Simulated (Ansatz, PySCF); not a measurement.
The pair A = N2 (SMILES N#N) (first 2 atoms), B = CHN (SMILES C#N); geometry from B3LYP-D3(BJ)/def2-TZVP.
(charge 0, multiplicity 1):
```csv
atom,x (Å),y (Å),z (Å)
N,0.0639,0.3230,-1.0964
N,0.0305,0.1182,-0.0260
C,-0.0773,-0.5492,3.4218
N,-0.1126,-0.7676,4.5466
H,-0.0445,-0.3447,2.3738
```

Rows in 6-31G* carry no dispersion term and start afresh at each structure (6-31G* with six Cartesian d functions).

The values were computed with Ansatz (Gaussian basis) for Hartree–Fock, density functionals and correlated methods; PySCF for 6-31G* rows. 

Total energies (hartree), monomers frozen at their geometry in the pair:

```tsv
structure	HF/6-31G*	PBE/def2-TZVPPD	B3LYP/6-31G*
AB	-201.8193336	-202.8017279	-202.9482355
A in the pair's basis	-108.9436355	-109.4523887	-109.5240570
B in the pair's basis	-92.8747837	-93.3476122	-93.4226146
A	-108.9434477	-109.4522860	-109.5234496
B	-92.8746077	-93.3475664	-93.4223427
```

Problem. Work out the interaction energy without and with the counterpoise correction, and the superposition error, for each level.

Solution. 
E(AB) − E(A) − E(B), times 627.509 kcal/mol, with the monomers in their own basis and then in the pair's basis:
- HF/6-31G*: -0.80 uncorrected, -0.57 corrected; the monomers gain 0.23 kcal/mol from borrowed functions
- PBE/def2-TZVPPD: -1.18 uncorrected, -1.08 corrected; the monomers gain 0.09 kcal/mol from borrowed functions
- B3LYP/6-31G*: -1.53 uncorrected, -0.98 corrected; the monomers gain 0.55 kcal/mol from borrowed functions

Ansatz is an electronic-structure program.
